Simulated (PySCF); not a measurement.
**Be: excitation energy**

Be [He] 2s2 (1S) → Be [He] 2p2 (3P), as a difference of total energies. Calculation: PySCF 2.14, in aug-cc-pVTZ with one added diffuse shell each of s, p, d, f type (6s5p4d3f, 62 functions); no relativity, point nucleus. Correlated levels: valence: 1s2 frozen. The calculations carry no spin-orbit coupling.

```
           method  excitation energy (eV)
              UHF                   6.446
              LDA                   5.969
              PBE                   5.942
             PBE0                   6.227
           r2SCAN                   6.053
          wB97X-V                   6.753
        BHandHLYP                   6.701
             MN15                   6.417
             BP86                   6.016
    MP2 (valence)                   7.053
SCS-MP2 (valence)                   7.317
```

Question: How much does correlation contribute at MP2 (valence)?

Answer: 7.053 − (6.446) = 0.607 eV, measured against UHF.

Errors of the correlated levels include the incompleteness of this basis and the frozen core.

For comparison: 7.401 eV (measured; NIST levels, between the centres of gravity of the two terms).
